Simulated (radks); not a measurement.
All-electron atom: Mo IV in [Kr] 4d3. Method: Dirac Kohn-Sham, BLYP, spin-unpolarised, spherical densities, finite nucleus; open shells fill j = l - 1/2 first; Fermi nuclear charge, rms radius 4.4091 fm; computed with a radial shooting solver on a logarithmic mesh with Libxc functionals.

Unscreened Slater integrals over Kohn-Sham orbitals (eV). Large and small components are both included. Empty in this configuration: 4d5/2.

integral          value
F0(4d3/2,4d3/2)  15.268
F2(4d3/2,4d3/2)  7.7034
F0(4d3/2,4p3/2)  17.179
F2(4d3/2,4p3/2)  8.4543
G1(4d3/2,4p3/2)  10.554
G3(4d3/2,4p3/2)  6.4454
F0(4d3/2,4p1/2)  17.319
G1(4d3/2,4p1/2)  10.451
F0(4d3/2,4s1/2)  17.799
G2(4d3/2,4s1/2)  7.5608
F0(4d3/2,4d5/2)  15.209
F2(4d3/2,4d5/2)  7.6743
G2(4d3/2,4d5/2)  7.6719
G4(4d3/2,4d5/2)  5.0254
F0(4p3/2,4p3/2)  20.059
F2(4p3/2,4p3/2)  10.556
F0(4p3/2,4p1/2)  20.292
G2(4p3/2,4p1/2)  10.658
F0(4p3/2,4s1/2)  21.088
G1(4p3/2,4s1/2)  14.253
F0(4p3/2,4d5/2)  17.093
F2(4p3/2,4d5/2)  8.3882
G1(4p3/2,4d5/2)  10.445
G3(4p3/2,4d5/2)  6.3780
F0(4p1/2,4p1/2)  20.535
F0(4p1/2,4s1/2)  21.366
G1(4p1/2,4s1/2)  14.559
F0(4p1/2,4d5/2)  17.231
G3(4p1/2,4d5/2)  6.3047
F0(4s1/2,4s1/2)  22.320
F0(4s1/2,4d5/2)  17.702
G2(4s1/2,4d5/2)  7.4545
F0(4d5/2,4d5/2)  15.151
F2(4d5/2,4d5/2)  7.6463
F4(4d5/2,4d5/2)  5.0085
